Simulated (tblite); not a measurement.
Compound: C₆H₁₆OSSi.
Structure used (GFN2-xTB), in Å, numbered top down from 1:
```xyz
25
C6H16OSSi angstrom
C      3.5831   -1.0537   -0.3376
S      1.8801   -1.2706    0.2606
Si     0.9814    0.5624   -0.4560
C      1.8891    2.0879    0.1935
O     -0.5146    0.7246    0.0970
C     -1.6382   -0.1330    0.1928
C     -2.8592    0.7815    0.3101
C     -1.7478   -1.0119   -1.0494
C     -1.4889   -0.9975    1.4441
H      4.0587   -0.2453    0.2081
H      4.1056   -1.9852   -0.1493
H      3.5722   -0.8395   -1.4015
H      1.0548    0.4594   -1.9181
H      1.4366    2.9942   -0.1929
H      2.9279    2.0802   -0.1199
H      1.8656    2.1406    1.2782
H     -2.9394    1.4068   -0.5755
H     -2.7540    1.4255    1.1789
H     -3.7651    0.1911    0.4115
H     -2.6408   -1.6278   -0.9954
H     -1.7981   -0.3906   -1.9400
H     -0.8768   -1.6583   -1.1195
H     -1.3660   -0.3633    2.3182
H     -0.6102   -1.6309    1.3503
H     -2.3671   -1.6228    1.5785
```

Computed values, GFN2-xTB/tblite, gas phase, harmonic and unscaled. The method is semi-empirical: single wavenumbers can be off by several per cent or more. Modes of hydrogen on silicon can be 10 to 20 % off. One conformer, not necessarily the lowest.

Harmonic wavenumbers (cm⁻¹): 28.7, 46.2, 72.7, 88.1, 97.4, 120.5, 144.8, 169.4, 180.9, 201.3, 218.5, 232.4, 254.5, 318.2, 337.8, 386.3, 454.1, 474.3, 481.9, 668.7, 683.8, 699.7, 731.7, 773.8, 826.5, 828.5, 868.8, 947.1, 948.1, 950.7, 959.4, 961.0, 1030.8, 1033.6, 1091.1, 1205.8, 1244.7, 1250.9, 1320.7, 1373.1, 1391.1, 1393.9, 1413.6, 1456.2, 1461.9, 1467.9, 1479.5, 1482.5, 1485.3, 1487.0, 1487.6, 1490.5, 1505.0, 2196.0, 3032.3, 3036.8, 3036.9, 3037.5, 3041.4, 3042.0, 3044.2, 3044.9, 3046.5, 3047.8, 3050.4, 3051.3, 3053.0, 3058.8, 3061.2.

A = 1861, B = 714.9, C = 605.1 MHz; mass 164.069 u (most abundant isotopes); point group C1, symmetry number 1.

Task: Zero-point energy?

Result: Half the sum of the wavenumbers: 45795 cm⁻¹ = 130.93 kcal/mol.

Task: Entropy at 200 K, 1 bar (ideal gas, RRHO, classical rotation)?

Result: Translation 39.24, rotation 29.18, vibration 34.22: S = 102.6 cal/(mol K).

Task: And Cp and H(200 K) − H(0)?

Result: Cp = 40.31 cal/(mol K), of which vibrations give 32.36 (their classical limit is 69 R = 137.1); H(200 K) − H(0) = 5.16 kcal/mol without the zero-point energy, 3.57 from vibrations.

Task: What must be added to the electronic energy to get the Gibbs energy at 200 K and 1 bar?

Result: ZPE + [H(200 K) − H(0)] − T·S = 130.93 + 5.16 − 20.53 = 115.56 kcal/mol.

Task: How do the functions run with temperature in this model?

Result: 
```csv
T (K),S (cal/(mol K)),Cp (cal/(mol K)),H − H(0) (kcal/mol),G − H(0) (kcal/mol),ln q(vib)
150,91.9,34.3,3.30,-10.49,5.93
250,112.3,46.3,7.33,-20.74,10.42
298.15,120.9,52.1,9.70,-26.36,12.46
400,137.9,64.0,15.62,-39.55,16.55
600,167.7,83.0,30.43,-70.18,24.04
900,205.3,102.2,58.44,-126.31,34.18
```

q(vib) and H(0) count from the zero-point level.

Task: Which modes carry the vibrational entropy at 200 K?

Result: 28.7 cm⁻¹: 5.13; 46.2 cm⁻¹: 4.19; 72.7 cm⁻¹: 3.30; 88.1 cm⁻¹: 2.93; 97.4 cm⁻¹: 2.73; 120.5 cm⁻¹: 2.33 cal/(mol K); the other 63 give 13.61 together.

Task: Blend soft modes into free rotors: weight 1/[1 + (100 cm⁻¹/ν̃)⁴] for the oscillator and the rest for a rotor with moment μB/(μ + B), μ = h/(8π²ν), B = 10⁻⁴⁴ kg m². What vibrational entropy results?

Result: 31.25 cal/(mol K) in place of 34.22, which changes −T·S at 200 K by +0.59 kcal/mol.

Hindered rotation and anharmonicity are outside this model. Other conformers, if any are populated, would add a mixing term that is left out. The structure is chiral; the term R ln 2 for an equal mix with its mirror image is left out.
